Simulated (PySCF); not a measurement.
CH₇FOSi₂, SMILES [SiH2](O[SiH2]C)F. Geometry optimised at ωB97X-D3(BJ)/def2-SVP. This is a generated structure with no PubChem entry under its InChIKey; it may be hypothetical. The values are those of a single conformer.

Computed equilibrium geometry at ωB97X-D3(BJ)/def2-SVP (PySCF confirms it by a frequency run) as Cartesian coordinates in Å (one conformer of several):
```xyz
12

Si     1.3788    -0.8422    -0.2039
F      1.0513    -0.1712    -1.6539
O      0.3642    -0.1801     0.8991
Si    -0.9707     0.8339     0.9169
C     -2.1313     0.3661    -0.4702
H      1.1395    -2.3001    -0.3259
H      2.7862    -0.5258     0.1330
H     -1.6155     0.6798     2.2495
H     -0.5056     2.2422     0.7588
H     -1.6014     0.4218    -1.4344
H     -2.9983     1.0452    -0.5090
H     -2.5059    -0.6619    -0.3401
```
Charge 0, spin multiplicity 1.
